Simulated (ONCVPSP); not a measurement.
# Building the ONCV potential for hydrogen (PBEsol, scalar-relativistic).

- Element: H
- Generator: ONCVPSP 4.0.1
- Type: optimised norm-conserving Vanderbilt (ONCV)
- Functional: PBEsol
- Relativity: scalar-relativistic
- Frozen core: none
- Valence charge: 1
- Reference configuration: 1s1
- Partial waves: 1s: rc 0.95 bohr, ncon 5, nbas 9, qcut 8.2 1/bohr, 2 projectors, debl 3.8 Ha; p scattering state at 0.03 Ha: rc 0.95 bohr, ncon 4, nbas 8, qcut 10.2 1/bohr, 2 projectors, debl 2.6 Ha
- Local potential: polynomial inside 0.65 bohr (lpopt 5, dvloc0 2 Ha)
- Core correction: none

All-electron outer shells of the reference configuration (PBEsol, scalar-relativistic, ld1.x):

| shell | level (eV) | outermost node (bohr) | outermost maximum (bohr) |
| --- | --- | --- | --- |
| 1s | -6.33 | – | 1.05 |

Problem. Does the generator finish with these settings?

Solution. Yes, a potential is produced and its reference levels are reproduced.

Problem. Estimate the cutoffs (Ha) at which the residual kinetic energy of the hardest occupied pseudo-wave falls to 1 and 0.1 mHa per electron.

Solution. 21 Ha and 32 Ha.

Problem. What does a ghost test show?

Solution. No bound ghost flagged; no localised positive-energy state flagged.
